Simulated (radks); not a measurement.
The mean radii <r> (bohr) of the occupied orbitals of an atom or ion are listed with their occupations. All-electron calculation, scalar-relativistic Kohn-Sham, r2SCAN, spin-polarised, spherical densities, finite nucleus; meta-GGA in the generalised Kohn-Sham scheme; Fermi nuclear charge, rms radius of each element as measured or else 0.836 A^(1/3) + 0.57 fm. Program: a radial shooting solver on a logarithmic mesh with Libxc functionals.

orbital  occ.      <r>
1s up       1  0.01687
1s down     1  0.01687
2s up       1  0.07112
2s down     1  0.07112
2p up       3  0.06425
2p down     3  0.06425
3s up       1   0.1837
3s down     1   0.1837
3p up       3   0.1850
3p down     3   0.1850
3d up       5   0.1678
3d down     5   0.1677
4s up       1   0.4060
4s down     1   0.4061
4p up       3   0.4317
4p down     3   0.4319
4d up       5   0.4555
4d down     5   0.4557
5s up       1   0.9142
5s down     1   0.9134
4f up       7   0.4886
4f down     6   0.4888
5p up       3    1.041
5p down     3    1.040
5d up       5    1.357
5d down     3    1.355
6p up       1    2.669

Name the element and its charge. Open shells, if any, are filled with parallel spins first.

Answer. Z = 79, gold, charge +3: Au3+ in [Xe] 4f13 5d8 6p1. The 1s radius gives Z: for a bare nucleus <r> = (2 gamma + 1)/(2Z) with gamma = sqrt(1 - (Z/c)^2), 0.01667 bohr for Z = 79, and screening makes it slightly larger (0.01687 here). The occupations add up to 76, and the charge is Z minus that.
